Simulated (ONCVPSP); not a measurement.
What one change does to a pseudopotential (Gd (Z = 64), ONCV)

| Quantity | Value |
| --- | --- |
| Element | Gd (Z = 64) |
| Generator | ONCVPSP 4.0.1 |
| Type | optimised norm-conserving Vanderbilt (ONCV) |
| Functional | PBE |
| Relativity | scalar-relativistic |
| Frozen core | [Kr] 4d10 |
| Valence charge | 18 |
| Reference configuration | 4f7 5s2 5p6 5d1 6s1.5 6p0.5 |
| Partial waves | 5s+6s: rc 2.55 bohr, ncon 4, nbas 8, qcut 5.3 1/bohr, 2 projectors; 5p+6p: rc 2.15 bohr, ncon 3, nbas 6, qcut 7.3 1/bohr, 3 projectors, debl 3.4 Ha; 5d: rc 2.05 bohr, ncon 4, nbas 7, qcut 4.8 1/bohr, 1 projector; 4f: rc 1.30 bohr, ncon 4, nbas 9, qcut 15.1 1/bohr, 2 projectors, debl 1.7 Ha |
| Local potential | polynomial inside 0.85 bohr (lpopt 5, dvloc0 4 Ha) |
| Core correction | none |

All-electron outer shells of the reference configuration (PBE, scalar-relativistic, ld1.x):

```
shell  level (eV)  outermost node (bohr)  outermost maximum (bohr)
   4p     -277.05                   0.29                      0.54
   4d     -148.38                   0.27                      0.56
   5s      -50.41                   0.65                      1.20
   5p      -27.92                   0.70                      1.35
   4f       -9.36                      –                      0.56
   6s       -4.51                   1.60                      3.37
   5d       -3.06                   0.79                      1.95
   6p       -1.64                   1.92                      4.50
```

Change: core [Kr] 4d10 5s2, valence charge 16; reference 4f7 5p6 5d1 6s1 6p1; waves now 6s: rc 3.25 bohr, ncon 5, nbas 8, qcut 2 1/bohr, 2 projectors, debl 3.5 Ha; 5p+6p: rc 2.30 bohr, ncon 4, nbas 8, qcut 5.4 1/bohr, 2 projectors; 5d: rc 3.40 bohr, ncon 4, nbas 8, qcut 4.2 1/bohr, 1 projector; 4f: rc 1.00 bohr, ncon 4, nbas 9, qcut 17.1 1/bohr, 2 projectors, debl 3.9 Ha; local potential polynomial inside 0.75 bohr (lpopt 5, dvloc0 -1 Ha).

Cutoffs: the cutoffs (Ha) at which the residual kinetic energy of the hardest occupied pseudo-wave falls to 1 and 0.1 mHa per electron; they do not see the model core or the augmentation charge, which bear on the density cutoff. Errors are all-electron minus pseudo energies relative to the spin-unpolarised reference configuration.

Problem. What does the change do?

Solution. The potential gets harder (87 Ha and 96 Ha → 124 Ha and 135 Ha); the bound ghosts move from s to d, p, s; the number of tests that count goes from 4 to 3. Several settings change at once here, so the effects cannot be laid on one of them.

| quantity | base | changed |
| --- | --- | --- |
| cutoff, loose | 87 Ha | 124 Ha |
| cutoff, tight | 96 Ha | 135 Ha |
| loose cutoff by channel | s 7.3 Ha, p 15 Ha, d 8.3 Ha, f 87 Ha | s 1.9 Ha, p 6.8 Ha, d 6.3 Ha, f 124 Ha |
| bound ghosts | s | s, p, d |
| GHOST(+) flags under 300 eV | p at 119.4 eV | none |
| tests counted as reliable (solved cleanly; for ONCVPSP, near-neutral configurations with less than one 5d electron left out) | 4 of 4 | 3 of 4 |

Changed file: Tests not counted: 4f8 5p6 5d0 6s1 6p0 (all-electron energy unsafe for a near-neutral lanthanide with less than one 5d electron, printed error -236 meV). A true bound ghost makes a file unfit for plane-wave use even where its test errors are small: the radial tests pick states by their node count and pass the ghost by.
